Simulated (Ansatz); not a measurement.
# BH5O3Si: structure from calculated spectroscopic constants

These gas-phase data were calculated for one isomer of BH5O3Si at PBE0-D4/def2-SVP (harmonic, unscaled wavenumbers; equilibrium rotational constants with average atomic masses):

* rotational constants: 9.067, 2.36, 1.916 GHz
* all wavenumbers above 1500 cm⁻¹: 3927, 3925, 2261, 2251, 2248

Candidates:

(1) `OBO[SiH2]O`, a singlet
(2) `OB(O)O[SiH3]`, a singlet

Task: Which candidate do the data belong to?

Result: Candidate (2). No mode falls between 2350 and 2900 cm⁻¹, where the B–H stretch of (1) would stand.

The same quantities for all candidates:

```tsv
	rotational constants (GHz)	wavenumbers above 1500 cm⁻¹	E above the lowest, PBE0-D4/def2-SVP (kcal/mol)
(1)	9.6, 2.059, 2.004	3932, 3881, 2653, 2273, 2252	12.9
(2)	9.067, 2.36, 1.916	3927, 3925, 2261, 2251, 2248	0.0
```

Each candidate is one conformer. Programs: Ansatz 0.2.0.
